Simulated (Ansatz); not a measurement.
`Cc1ccc(N)cc1` and `Cc1ccc(O)cc1` differ in one atom or group.

Ansatz, PBE0-D4/def2-TZVP geometries, multiplicity 1. Each molecule was computed in one conformer, which needn't be the lowest.

```tsv
property	`Cc1ccc(N)cc1`
HOMO energy (ωB97M-V/def2-TZVPP) / eV	-7.77
size of the dipole moment (B3LYP/def2-TZVPP) / D	1.37
LUMO energy (B3LYP/def2-TZVPP) / eV	-0.23
LUMO energy (PBE/def2-TZVPP) / eV	-0.91
size of the dipole moment (PBE/def2-TZVPP) / D	1.45
HOMO energy (PBE/def2-TZVPP) / eV	-4.73
```

Problem. What does the change do to each property? (An estimate is asked.)

Solution. The calculation gave: 
| property | `Cc1ccc(O)cc1` | shift |
| --- | --- | --- |
| HOMO energy (ωB97M-V/def2-TZVPP) / eV | -8.32 | -0.55 |
| size of the dipole moment (B3LYP/def2-TZVPP) / D | 1.27 | -0.10 |
| LUMO energy (B3LYP/def2-TZVPP) / eV | -0.42 | -0.19 |
| LUMO energy (PBE/def2-TZVPP) / eV | -1.10 | -0.19 |
| size of the dipole moment (PBE/def2-TZVPP) / D | 1.21 | -0.24 |
| HOMO energy (PBE/def2-TZVPP) / eV | -5.24 | -0.51 |

With PBE0 the HOMO falls by 0.54 eV and the LUMO falls by 0.19 eV, so the gap widens by about 0.35 eV. PBE moves the HOMO by -0.51 eV and ωB97M-V by -0.55 eV. Dipoles are sizes alone; their direction can turn.

B3LYP here is the variant with VWN-RPA as its local correlation; programs differ in this.
